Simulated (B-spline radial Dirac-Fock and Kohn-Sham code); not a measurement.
**Re⁶⁺ 4d5/2: cross section and angular parameters**

System: Re⁶⁺ in the configuration [Xe] 4f14 5d1; threshold 346.7 eV (orbital energy of the model). Method: Dirac-Hartree-Slater photoionisation with a Latter tail; cross sections with all multipoles, angular parameters from the dipole term and its interference with E2. Computed with a radial finite-basis atomic code.

The run's input, task.json:

```json
{"items": [{
  "Z": 75,
  "q": 6,
  "cfg": [[1, 0, 2], [2, 0, 2], [2, 1, 6], [3, 0, 2], [3, 1, 6], [3, 2, 10], [4, 0, 2], [4, 1, 6], [4, 2, 10], [4, 3, 14], [5, 0, 2], [5, 1, 6], [5, 2, 1]],
  "A": 187,
  "rrms": 5.3698,
  "do": "xps",
  "hv": [53.8, 60, 63.0, 72.2, 79.1, 100, 142.0, 150, 152.0, 160.0, 178.0, 317.0, 400, 401.0, 407.0, 568.0, 600, 720.0, 865.0, 2230.0, 2300.0, 2460.0, 2984.4, 3770.0, 4040.0, 5910.0, 8047.8, 9251.7, 9350.0, 13300.0]
}]}
```

Command: `python xray2_run.py task.json out`

For linearly polarised light dσ/dΩ = σ/(4π) [1 + β P₂(cos θ) + (δ + γ cos²θ) sin θ cos φ], with θ from the polarisation vector and φ the angle between the beam and the projection of the electron momentum on the plane normal to the polarisation.

```
hν (eV)  σ (kb)       β       γ      δ
    400     289  -0.826  -0.204  0.145
    401     290  -0.820  -0.204  0.146
    407     298  -0.779  -0.204  0.152
    568     397   0.254   0.137  0.097
    600     395   0.375   0.166  0.082
    720     364   0.692   0.179  0.042
    865     309   0.919   0.116  0.017
   2230    59.8   1.345   0.043  0.024
   2300    55.8   1.347   0.057  0.025
   2460    47.8   1.350   0.093  0.029
 2984.4    30.0   1.345   0.222  0.040
   3770    16.4   1.317   0.419  0.056
   4040    13.6   1.306   0.485  0.062
   5910    4.63   1.214   0.885  0.102
 8047.8       ?       ?       ?      ?
 9251.7    1.15   1.064   1.391  0.175
   9350    1.11   1.060   1.403  0.178
  13300   0.344   0.925   1.803  0.263
```

Q: Give the values at Cu Kα (8047.8 eV).

A: σ = 1.80 kb, β = 1.114, γ = 1.232, δ = 0.149.
